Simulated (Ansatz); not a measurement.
Geometry optimisation, Ansatz, RKS BHLYP-D4/def2-SVP.

Input file:

```yaml
crystal:
  periodic: [false, false, false]
  atoms:
    - { symbol: Sn, position_ang: [0.0, 0.0, 0.0] }
    - { symbol: C, position_ang: [1.4021, 0.0, 1.8859] }
    - { symbol: H, position_ang: [0.4025, -0.3092, 2.2564] }
    - { symbol: H, position_ang: [2.1697, -0.7111, 2.2564] }
    - { symbol: H, position_ang: [1.6341, 1.0203, 2.2564] }
    - { symbol: H, position_ang: [1.889, 0.0, 0.442] }
    - { symbol: H, position_ang: [-0.8195, 1.4198, -0.5794] }
    - { symbol: C, position_ang: [-1.0126, -1.7544, -0.716] }
    - { symbol: H, position_ang: [-1.5123, -2.2661, 0.1329] }
    - { symbol: H, position_ang: [-1.7727, -1.4617, -1.4701] }
    - { symbol: H, position_ang: [-0.2768, -2.4431, -1.1811] }
basis:
  gaussian: { orbitals: def2-SVP }
hamiltonian:
  xc: { name: BHLYP }
  dispersion: d4
relax:
  f_tol: 0.15
  max_steps: 25
  restrain:
    - { distance: [1, 5], at: 1.11, k: 30.0 }
    - { distance: [0, 1], at: 3.35, k: 30.0 }
    - { distance: [0, 5], at: 2.94, k: 30.0 }
output:
  orbitals: {}
```

Command:

```bash
$ ansatz run input.yaml --threads 2 --pin off --max-ram 3072MiB --backend cpu --events-out ev --progress --plain --runs-dir out
```

Question: Where does it end, and by what steps?

Answer: The run converged. The restraints hold the end off the free minimum; the threshold counts their pulls, which the force column leaves out. Restrained pairs: C2–H6 (1.52 → 1.10 Å), Sn1–C2 (2.35 → 3.35 Å), Sn1–H6 (1.94 → 2.94 Å). After 11 steps the energy has fallen by 4.558 eV (the restraints' own energy left out); Sn1 moved furthest, 1.08 Å.

```json
{"step": "0", "energy less start (eV)": "0.0000", "largest force component (eV/Å)": "2.693", "accepted": "yes"}
{"step": "1", "energy less start (eV)": "0.3036", "largest force component (eV/Å)": "3.125", "accepted": "yes"}
{"step": "2", "energy less start (eV)": "0.2704", "largest force component (eV/Å)": "5.369", "accepted": "yes"}
{"step": "3", "energy less start (eV)": "-0.6132", "largest force component (eV/Å)": "6.035", "accepted": "yes"}
{"step": "4", "energy less start (eV)": "-2.1081", "largest force component (eV/Å)": "5.037", "accepted": "yes"}
{"step": "5", "energy less start (eV)": "-3.2997", "largest force component (eV/Å)": "2.998", "accepted": "yes"}
{"step": "6", "energy less start (eV)": "-4.0234", "largest force component (eV/Å)": "1.038", "accepted": "yes"}
{"step": "7", "energy less start (eV)": "-4.3353", "largest force component (eV/Å)": "0.776", "accepted": "yes"}
{"step": "8", "energy less start (eV)": "-4.4927", "largest force component (eV/Å)": "0.410", "accepted": "yes"}
{"step": "9", "energy less start (eV)": "-4.5217", "largest force component (eV/Å)": "0.254", "accepted": "yes"}
{"step": "10", "energy less start (eV)": "-4.5396", "largest force component (eV/Å)": "0.377", "accepted": "yes"}
{"step": "11", "energy less start (eV)": "-4.5576", "largest force component (eV/Å)": "0.240", "accepted": "yes"}
```

```xyz
11
Properties=species:S:1:pos:R:3
Sn 0.016 0.222 -1.054
C 1.601 -0.013 1.889
H 0.561 -0.309 1.730
H 2.065 -0.730 2.568
H 1.626 0.986 2.326
H 2.163 -0.007 0.943
H -1.184 1.113 -0.099
C -1.031 -1.695 -0.771
H -1.361 -1.868 0.255
H -1.931 -1.667 -1.399
H -0.421 -2.537 -1.105
```

Time of the run: 56 s on 2 threads of Arm Neoverse N1, with other jobs on the host, peak memory 0.2 GiB.
